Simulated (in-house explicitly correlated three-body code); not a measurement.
The numbers below are computed, except where a source is named.
Two electrons around a charge Z: errors of exchange and correlation functionals on the exact density

The exact non-relativistic ground state comes from a variational code in 260 exponentially correlated functions, the Kohn-Sham parts from inverting its density (past Z = 6 the correlation energy is taken as exact minus Hartree-Fock, equal to within microhartrees), and self-consistent runs (Hartree-Fock is restricted) from a B-spline radial code. Z may be fractional; the second electron is bound down to Z = 0.911.

Each entry is functional minus exact.

```tsv
Z	BLYP x (mEh)	BLYP c (mEh)	SCAN x (mEh)	SCAN c (mEh)	PBE x (mEh)	PBE c (mEh)
0.96	-17.01	+15.13	-13.30	+14.62	-13.74	+14.53
1.025	-12.95	+10.78	-10.44	+11.11	-9.02	+10.19
1.18	-8.58	+5.91	-7.83	+7.81	-3.27	+5.75
1.26	-7.22	+4.42	-7.17	+6.95	-1.25	+4.52
1.44	-4.98	+2.06	-6.28	+5.77	+2.44	+2.74
1.6	?	?	?	?	?	?
1.66	-2.93	+0.17	-5.69	+4.95	+6.23	+1.44
1.88	-1.20	-1.12	-5.33	+4.43	+9.67	+0.61
2.08	+0.21	-1.99	-5.11	+4.09	+12.64	+0.08
2.42	+2.45	-3.02	-4.86	+3.67	+17.49	-0.56
2.62	?	?	?	?	?	?
2.84	+5.04	-3.83	-4.66	+3.30	+23.31	-1.06
```

Problem. What belongs in the row Z = 1.6?

Solution. BLYP x (mEh): -3.44; BLYP c (mEh): +0.61; SCAN x (mEh): -5.82; SCAN c (mEh): +5.14; PBE x (mEh): +5.25; PBE c (mEh): +1.74.

Problem. What belongs in the row Z = 2.62?

Solution. BLYP x (mEh): +3.70; BLYP c (mEh): -3.45; SCAN x (mEh): -4.75; SCAN c (mEh): +3.48; PBE x (mEh): +20.28; PBE c (mEh): -0.82.

Problem. How do the exchange errors scale with Z?

Solution. BLYP +4.87 % in the size of E_x at Z = 0.96 and -0.33 % at 2.84; SCAN +3.80 % in the size of E_x at Z = 0.96 and +0.30 % at 2.84; PBE +3.93 % in the size of E_x at Z = 0.96 and -1.50 % at 2.84. Exchange scales linearly under uniform scaling of the density, so its relative error changes only with the density's shape.
